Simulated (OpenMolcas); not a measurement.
**Nb3+ in a point-charge field**

Nb3+ among 6 point charges of -1.36 e arranged as an octahedron (Oh), 2.07 Å from the ion.

| Quantity | Value |
| --- | --- |
| Program | OpenMolcas 26.06 |
| Method | CASSCF |
| Basis | ANO-RCC-VTZP [7s6p4d2f1g] |
| Scalar Hamiltonian | DKH2, point nucleus |
| Active space | 2 electrons in 5 orbitals (4d) |
| State averaging | 2S+1 = 3 even, 10 roots; 2S+1 = 1 even, 15 roots |
| Spin-orbit coupling | state interaction with AMFI integrals over the reference wave functions |

The lowest spin-free states (labels of O, the rotations of Oh), above the lowest:

| State | Degeneracy | E (cm-1) | Free-ion L (%) |
| --- | --- | --- | --- |
| 3T1 | 3 | 0.0 | F (95) |
| 3T2 | 3 | 9360 | F (100) |
| 1T2 | 3 | 10493 | D (64) |
| 1E | 2 | 10515 | D (53) |
| 3T1 | 3 | 19279 | P (95) |
| 3A2 | 1 | 20142 | F (100) |
| 1A1 | 1 | 20453 | G (79) |
| 1T2 | 3 | 21833 | G (64) |
| 1T1 | 3 | 23868 | G (100) |
| 1E | 2 | 32722 | G (53) |
| 1A1 | 1 | 49322 | S (79) |

The lowest levels with spin-orbit coupling:

| E (cm-1) | Degeneracy | Label | 2S+1 |
| --- | --- | --- | --- |
| 0.0 | 2 | E | 3 |
| 70.3 | 3 | T2 | 3 |
| 925.9 | 3 | T1 | 3 |
| 1360 | 1 | A1 | 3 |
| 9387 | 3 | T2 | 3 (83 %) |
| 9623 | 1 | A2 | 3 |
| 10093 | 3 | T1 | 3 |
| 10140 | 2 | E | 3 |
| 11038 | 2 | E | 1 |
| 11373 | 3 | T2 | 1 (82 %) |
| 19109 | 1 | A1 | 3 |
| 19571 | 3 | T1 | 3 |
| 20063 | 3 | T2 | 3 |
| 20155 | 2 | E | 3 |
| 20609 | 3 | T2 | 3 |
| 21173 | 1 | A1 | 1 |
| 22661 | 3 | T2 | 1 (89 %) |
| 24448 | 3 | T1 | 1 |
| 33337 | 2 | E | 1 |
| 49943 | 1 | A1 | 1 |

Powder χT (cm3 K/mol): 0.00296 at 2 K, 0.0148 at 10 K, 0.0768 at 50 K, 0.143 at 100 K, 0.261 at 200 K, 0.374 at 300 K. The effective moment at 300 K is 2.828 √(χT) = 1.73 μB.

The lowest level has 2S+1 = 3, for which the spin-only value is χT = S(S+1) / 2 = 1.000 cm3 K/mol (g = 2). The computed 0.374 at 300 K differs by -0.626, through orbital momentum, spin-orbit coupling and any other state in reach. With a threefold ground state the orbital momentum is unquenched, so the spin-only value is not expected to hold.

A least-squares ligand-field fit to the states below 45000 cm-1, each weighted by its degeneracy and with a free common offset, gives 10Dq = 10924 cm-1, B = 721 cm-1 and C = 2892 cm-1 (C/B = 4.01), with an rms deviation of 231 cm-1.

An orbital triplet at a regular site is open to Jahn-Teller coupling, which can distort the site and quench the lowest spin-orbit gaps and is left out. Without dynamic correlation the repulsion within the d shell is too large (B by tens of per cent), so at a given field states of lower spin stand too high. This field is weak: 10Dq is about 10924 cm-1, while octahedral complexes of 4d ions of charge 3 and more, computed by the same method with explicit ligands, had a median near 25000 cm-1. Ground spin and moment need not be those of a real site. This is an electrostatic model: the charges have no orbitals. No measured value stands beside these numbers.
